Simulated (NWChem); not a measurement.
Correlation energy of silylarsine (H₅AsSi)

```xyz
7

Si     1.5569    -0.2999     0.0000
As    -0.7829     0.2106     0.0000
H      2.1686     0.3168     1.2132
H      2.1686     0.3168    -1.2132
H      1.8473    -1.7633     0.0000
H     -1.0721    -0.8105     1.1036
H     -1.0721    -0.8105    -1.1036
```
Charge 0, spin multiplicity 1.

Everything below was run with NWChem. The geometry was optimised at B3LYP/def2-SVP, a minimum by its harmonic frequencies.

Basis set: STO-3G. Each correlation energy counts from its own Hartree-Fock reference.

The Hamiltonian is non-relativistic. The correlated methods keep 14 core orbitals frozen. No row is a measurement; the coupled-cluster row has its own basis-set and correlation limits.

```json
[
 {"method": "MP2", "correlation energy (mHa)": "(withheld)"},
 {"method": "SCS-MP2", "correlation energy (mHa)": "-89.9"},
 {"method": "CR-CCSD[T]", "correlation energy (mHa)": "-113.9"},
 {"method": "CR-CCSD(T)", "correlation energy (mHa)": "-113.8"},
 {"method": "CCSD", "correlation energy (mHa)": "(withheld)"},
 {"method": "CCSD+T(CCSD)", "correlation energy (mHa)": "-113.9"},
 {"method": "CCSD(T)", "correlation energy (mHa)": "-113.9"},
 {"method": "CCSDT", "correlation energy (mHa)": "(withheld)"}
]
```

Q: Some entries are withheld; supply them.

A: 
- MP2, correlation energy (mHa): -76.5
- CCSD, correlation energy (mHa): -113.2
- CCSDT, correlation energy (mHa): -114.2
